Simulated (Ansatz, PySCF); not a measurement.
System (SMILES): CC(F)(F)F.
Geometry (B3LYP-D3(BJ)/def2-TZVP, fixed):
```
C
F 1 1.3503
F 1 1.3503 2 107.01
F 1 1.3503 2 107.01 3 -114.42
C 1 1.5015 2 111.83 3 122.79
H 5 1.0883 1 109.29 2 180.00
H 5 1.0883 6 109.65 1 119.78
H 5 1.0883 6 109.65 7 120.45
```
Charge 0, spin multiplicity 1.

Near-linear dependence at PBE0/6-311++G(2d,2p) with PySCF (spherical functions, density fitting): canonical orthogonalisation drops combinations whose overlap eigenvalue lies under the threshold. The set has 165 functions.

| threshold | orbitals kept | energy minus last row (mEh) | SCF cycles |
|---|---|---|---|
| 1e-3 | 163 | 0.141 | 9 |
| 1e-4 | 165 | 0.000 | 9 |
| 1e-5 | 165 | 0.000 | 9 |
| 1e-6 | 165 | 0.000 | 9 |
| 1e-7 | 165 | 0.000 | 9 |
| 1e-9 | 165 | 0.000 | 9 |

The smallest overlap eigenvalue is 1.4e-04. Ansatz (a first-principles code) at its default drops 0 functions.
